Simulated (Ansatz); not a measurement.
Ansatz (a program for electronic structure) job for SZn, SMILES [S]=[Zn], PBE/def2-TZVPD. The structure is a stationary point at PBE0-D3(BJ)/def2-TZVP.

Ansatz 0.2 input:
```yaml
crystal:
  periodic: [false, false, false]
  atoms:
    - {symbol: Zn, position_ang: [0.00000000, 0.00000000, -0.71521366]}
    - {symbol: S, position_ang: [0.00000000, 0.00000000, 1.34102562]}
basis:
  gaussian:
    orbitals: def2-TZVPD
hamiltonian:
  xc: {name: PBE}
```

Program output:

```
WARN ansatz: RAYON_NUM_THREADS=1 ignored (pool sized by the plan → 1); use --threads N
Functional definition: PBE
integrals: 0.03 GiB planned
757 factors; their error is unknown
mean field: 0.22 GiB planned
mean field evaluation 1: about -59233.5538 eV, gradient 6.9e1 eV
mean field evaluation 2: about -59098.4906 eV, gradient 2.1e2 eV
mean field evaluation 4: about -59222.3926 eV, gradient 6.4e1 eV
mean field evaluation 8: about -59242.7611 eV, gradient 3.1e-1 eV
mean field evaluation 16: about -59242.7224 eV, gradient 1.4e-4 eV
mean field evaluation 32: about -59240.8050 eV, gradient 8.4e0 eV
mean field -59242.72243128 eV, -2177.1298931900 hartree, gradient 5.8e-6 eV, S^2 0.000000; 3 other end points of the search recorded, 0 dependent functions left out
reference -59242.72247097 eV, -2177.1298946488 hartree; 23, 23 occupied and 74, 74 virtual orbitals, 757 factors
Total energy: -59242.72247097 eV, -2177.1298946488 hartree
```

The run converged.

Cost: roughly 3 core-seconds.
